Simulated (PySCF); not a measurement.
## Complete the spectrum of C2H6N4Si2

Compound: C2H6N4Si2.
SMILES: `[SiH3]N[Si](C#N)(C#N)N`

Method: PySCF 2.14.0, density-fitted response routines, TDDFT PBE0/def2-SVPD, vertical, gas phase, core orbitals frozen in the response. One conformer (not necessarily the lowest) at the GFN2-xTB geometry, without solvent, vibrations or thermal averaging. Torsions of this conformer, `[N:1]#[C:2][Si:3]([NH2:4])([C:5]#[N:6])[NH:7][SiH3:8]`: C2–Si3–N7–Si8 -49°, H–N4–Si3–C2 75°, H–N4–Si3–C2 -67°.

Orbital energies (eV): HOMO-3 -10.18, HOMO-2 -10.16, HOMO-1 -8.94, HOMO -8.48, LUMO -1.49, LUMO+1 -1.24, LUMO+2 -0.15.

Lowest singlets, with some entries withheld (?).

| state | E (eV) | f | main configurations (H = HOMO, L = LUMO) |
| --- | --- | --- | --- |
| S1 | 5.78 | 0.012 | H→L (97%) |
| S2 | 6.01 | 0.0039 | H→L+1 (97%) |
| S3 | 6.22 | 0.034 | H-1→L (92%) |
| S4 | 6.42 | 0.010 | H-1→L+1 (93%) |
| S5 | ? | 0.0005 | H-2→L (61%), H-3→L (18%) |
| S6 | ? | 0.0067 | H→L+2 (91%) |
| S7 | ? | 0.0003 | H-6→L (30%), H-4→L (20%), H-5→L+1 (16%) |
| S8 | ? | 0.0006 | H-2→L+1 (26%), H-3→L (20%), H-4→L (9%) |

(1) What stands in place of each question mark?

(2) Where do the lowest triplets lie (Tamm–Dancoff)?

(3) How far apart are S4 and S6, in eV and cm⁻¹?

(4) What is the mean static polarisability from the same response equations?

Answers

(1) 
- S5: E = 6.90 eV
- S6: E = 7.05 eV
- S7: E = 7.10 eV
- S8: E = 7.22 eV

(2) T1 5.48 eV, H→L (78%); T2 5.66 eV, H-1→L (52%); T3 5.78 eV, H→L+1 (41%), H→L (12%), H-2→L+1 (11%). E(S1) − E(T1) = +0.30 eV.

(3) 7.053 − 6.424 = 0.629 eV, or about 5070 cm⁻¹.

(4) 92.6 au (13.72 Å³), with principal values 87.9, 92.9 and 96.9 au.

Time: 81 s; peak memory 0.82 GiB. Hardware: Arm Neoverse N1, one thread, no GPU, shared host.
